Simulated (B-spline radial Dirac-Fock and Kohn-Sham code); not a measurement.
## Two-hole binding energies of Fe⁺

System: iron as Fe⁺, [Ar] 3d5 4s1 4p1 (not the ground configuration).

Input file task.json (cfg lists n, l and occupation; rrms is the nuclear radius in fm):

```json
{"items": [{
  "Z": 26,
  "q": 1,
  "cfg": [[1, 0, 2], [2, 0, 2], [2, 1, 6], [3, 0, 2], [3, 1, 6], [3, 2, 5], [4, 0, 1], [4, 1, 1]],
  "A": 56,
  "rrms": 3.7377,
  "do": ["binding", "quiet", "double"]
}]}
```

Launch: `python xray_run.py task.json out`

Level of theory: ΔSCF Dirac-Fock with Breit, self-energy and vacuum polarisation, finite nucleus, configuration average; a radial B-spline solver. U is the two-hole binding energy less the two single-hole energies, the effective repulsion of the holes after relaxation. Each two-hole energy is an average over J within one jj subconfiguration.

```csv
holes,E(a) (eV),E(b) (eV),E(ab) (eV),U (eV)
1s⁻¹ 2p1/2⁻¹,7143.6,754.8,7992.8,94.4
1s⁻¹ 2p3/2⁻¹,7143.6,742.7,7978.5,92.3
1s⁻¹ 3p1/2⁻¹,7143.6,88.39,7258.6,26.6
2s⁻²,882.4,882.4,1823.3,58.6
2s⁻¹ 2p1/2⁻¹,882.4,754.8,1690.1,52.9
2s⁻¹ 2p3/2⁻¹,882.4,742.7,1677.6,52.6
2p1/2⁻²,754.8,754.8,?,?
2p3/2⁻²,742.7,742.7,1550.5,65.2
2s⁻¹ 3p1/2⁻¹,882.4,88.39,994.7,24.0
2s⁻¹ 3p3/2⁻¹,882.4,86.84,993.0,23.8
2p1/2⁻¹ 3p3/2⁻¹,754.8,86.84,866.1,24.4
2p3/2⁻¹ 3p1/2⁻¹,742.7,88.39,855.6,24.5
3p1/2⁻²,88.39,88.39,198.2,21.4
3p1/2⁻¹ 3p3/2⁻¹,88.39,86.84,195.0,19.8
```

Question: Give the missing two-hole energy and U.

Answer: E(ab) = 1579.2 eV and U = 69.6 eV.

Values without a named source are computed, but for edge energies of neutral atoms, which are taken from tables.
